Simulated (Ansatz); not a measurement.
C4H10O2Sb (SMILES CC[O][Sb+][O]CC), charge +1, singlet, at a GFN2-xTB geometry (all electrons, no relativity); CAM-B3LYP/STO-3G in Ansatz (an electronic-structure program).

The Ansatz input:
Ansatz 0.2 input:
```yaml
crystal:
  periodic: [false, false, false]
  atoms:
    - {symbol: Sb, position_ang: [-0.20912211, 0.73703085, 0.26169453]}
    - {symbol: O, position_ang: [-0.55186228, -1.13548900, 0.30490070]}
    - {symbol: C, position_ang: [-1.59799964, -1.82002368, 0.97515898]}
    - {symbol: C, position_ang: [-2.54219831, -0.92073203, 1.74165235]}
    - {symbol: H, position_ang: [-2.13528267, -2.38638621, 0.20637872]}
    - {symbol: H, position_ang: [-1.11297565, -2.53926026, 1.64432980]}
    - {symbol: H, position_ang: [-3.02499400, -0.21293550, 1.06267013]}
    - {symbol: H, position_ang: [-3.31265886, -1.51605063, 2.22499360]}
    - {symbol: H, position_ang: [-1.99670382, -0.36787948, 2.51095594]}
    - {symbol: O, position_ang: [1.28042581, 0.50783529, -0.84218053]}
    - {symbol: C, position_ang: [1.83676916, -0.68985362, -1.38727725]}
    - {symbol: C, position_ang: [2.90420216, -0.29677141, -2.38943824]}
    - {symbol: H, position_ang: [2.26565826, -1.28322146, -0.57124818]}
    - {symbol: H, position_ang: [1.04608139, -1.28514828, -1.85799653]}
    - {symbol: H, position_ang: [3.67585932, 0.29753588, -1.90888203]}
    - {symbol: H, position_ang: [3.35577078, -1.19453299, -2.80186001]}
    - {symbol: H, position_ang: [2.47132434, 0.28481946, -3.19809898]}
basis:
  gaussian:
    orbitals: STO-3G
hamiltonian:
  xc: cam_b3lyp
total_charge: 1
accuracy: high
```

**Question.** Predict the main parts of the log of this Ansatz run.

**Answer.** 
```
Functional definition: CAM-B3LYP
1262 factors; integrals over basis functions are off by at most 3.8e-8 eV
418 factors; integrals over basis functions are off by at most 1.3e-9 eV
mean field evaluation 1: about -178453.5176 eV, gradient 3.2e1 eV
mean field evaluation 2: about -178448.9347 eV, gradient 5.4e1 eV
mean field evaluation 4: about -178458.0449 eV, gradient 4.8e0 eV
mean field evaluation 8: about -178458.0380 eV, gradient 9.4e-2 eV
mean field evaluation 16: about -178458.0381 eV, gradient 1.1e-5 eV
mean field -178458.03808057 eV, -6558.2119362582 hartree, gradient 7.1e-8 eV, S^2 0.000000; 0 other end points of the search recorded, 0 dependent functions left out
reference -178458.03810410 eV, -6558.2119371229 hartree; 50, 50 occupied and 17, 17 virtual orbitals, 1262 factors
Total energy: -178458.03810410 eV, -6558.2119371229 hartree
```
